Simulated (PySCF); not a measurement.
SMILES C[O][Al]([SH])[SH] (CH₅AlOS₂), PBE0/def2-SVP optimised geometry.

```
10

Al     0.02     0.70     0.00
O     -0.85    -0.75     0.00
C     -0.74    -2.13    -0.01
H      0.31    -2.47    -0.02
H     -1.22    -2.56     0.89
H     -1.25    -2.55    -0.89
S     -1.10     2.56     0.00
H     -2.28     1.91     0.01
S      2.20     0.70     0.00
H      2.28     2.05     0.00
```

Density from PBE0/def2-TZVP in PySCF at that geometry.

Minimum of the electron density along straight lines between bonded atoms, close to the bond critical point (lines longer than 1.1 times the sum of covalent radii, or with two minima, are not listed):

```json
[
 {"bond": "Al1–O2", "length / Å": "1.685", "ρ at the minimum / e bohr⁻³": "0.109", "∇²ρ there / e bohr⁻⁵": "0.84", "position (fraction from the first atom)": "0.43"},
 {"bond": "O2–C3", "length / Å": "1.388", "ρ at the minimum / e bohr⁻³": "0.265", "∇²ρ there / e bohr⁻⁵": "-0.45", "position (fraction from the first atom)": "0.66"},
 {"bond": "C3–H4", "length / Å": "1.106", "ρ at the minimum / e bohr⁻³": "0.276", "∇²ρ there / e bohr⁻⁵": "-0.95", "position (fraction from the first atom)": "0.64"},
 {"bond": "C3–H5", "length / Å": "1.104", "ρ at the minimum / e bohr⁻³": "0.277", "∇²ρ there / e bohr⁻⁵": "-0.96", "position (fraction from the first atom)": "0.65"},
 {"bond": "C3–H6", "length / Å": "1.104", "ρ at the minimum / e bohr⁻³": "0.277", "∇²ρ there / e bohr⁻⁵": "-0.96", "position (fraction from the first atom)": "0.65"},
 {"bond": "Al1–S7", "length / Å": "2.179", "ρ at the minimum / e bohr⁻³": "0.074", "∇²ρ there / e bohr⁻⁵": "0.21", "position (fraction from the first atom)": "0.37"},
 {"bond": "S7–H8", "length / Å": "1.352", "ρ at the minimum / e bohr⁻³": "0.208", "∇²ρ there / e bohr⁻⁵": "-0.57", "position (fraction from the first atom)": "0.65"},
 {"bond": "Al1–S9", "length / Å": "2.183", "ρ at the minimum / e bohr⁻³": "0.073", "∇²ρ there / e bohr⁻⁵": "0.21", "position (fraction from the first atom)": "0.37"},
 {"bond": "S9–H10", "length / Å": "1.352", "ρ at the minimum / e bohr⁻³": "0.208", "∇²ρ there / e bohr⁻⁵": "-0.57", "position (fraction from the first atom)": "0.64"}
]
```
